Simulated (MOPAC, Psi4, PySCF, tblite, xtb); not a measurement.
Dimer CH4 ··· CHN (SMILES C and C#N) at R = 3.80 Å between the centres of mass, closest contact 2.87 Å (lowest of the rigid-body minima from ten starts at GFN2-xTB). Geometry in Å and degrees:

```
C
H 1 1.0891
H 1 1.0891 2 109.47
H 1 1.0891 2 109.47 3 -120.00
H 1 1.0891 2 109.47 4 -120.00
C 5 2.8658 1 120.25 2 -179.54
N 6 1.1462 5 98.45 1 179.63
H 6 1.0667 5 81.55 1 -0.37
```

- GFN2-xTB (tblite)
- SAPT0/jun-cc-pVDZ, frozen core (Psi4)
- BLYP/def2-TZVP, counterpoise-corrected (Psi4)
- BLYP-D3(BJ)/def2-TZVP, counterpoise-corrected (Psi4)
- PBE/def2-TZVP, counterpoise-corrected (Psi4)
- PBE-D3(BJ)/def2-TZVP, counterpoise-corrected (Psi4)
- HF/aug-cc-pVTZ, counterpoise-corrected (Psi4)
- MP2/aug-cc-pVTZ = DF-MP2/aug-cc-pVTZ, frozen core, counterpoise-corrected (Psi4)
- SCS-MP2/aug-cc-pVTZ = DF-SCS-MP2/aug-cc-pVTZ, frozen core, counterpoise-corrected run with Psi4
- PM3, restricted, heats of formation (MOPAC)
- PM7, restricted, heats of formation (MOPAC)
- GFN1-xTB (xtb)
- RKS-B3LYP/6-31G* = restricted B3LYP/6-31G*, spherical d, no counterpoise correction run with PySCF 2.14.0
- RHF/6-31G* = PySCF with restricted Hartree-Fock/6-31G*, spherical d, no counterpoise correction
- RKS-B3LYP/LANL2DZ = restricted B3LYP/LANL2DZ, no counterpoise correction (PySCF)
- RKS-LDA (SVWN5)/6-31G* = PySCF with restricted LDA (SVWN5)/6-31G*, spherical d, no counterpoise correction

Question: What interaction energy does each level give?

Answer: 
```tsv
method	E_int / kJ/mol
RKS-LDA (SVWN5)/6-31G*	-6.23
PBE-D3(BJ)/def2-TZVP	-3.69
GFN2-xTB	-3.14
MP2/aug-cc-pVTZ	-2.73
PM7	-2.53
BLYP-D3(BJ)/def2-TZVP	-2.48
GFN1-xTB	-1.80
SCS-MP2/aug-cc-pVTZ	-1.67
SAPT0/jun-cc-pVDZ	-1.19
PBE/def2-TZVP	-1.00
RKS-B3LYP/6-31G*	-0.41
RKS-B3LYP/LANL2DZ	-0.41
PM3	-0.02
RHF/6-31G*	0.85
HF/aug-cc-pVTZ	1.71
BLYP/def2-TZVP	2.39
```
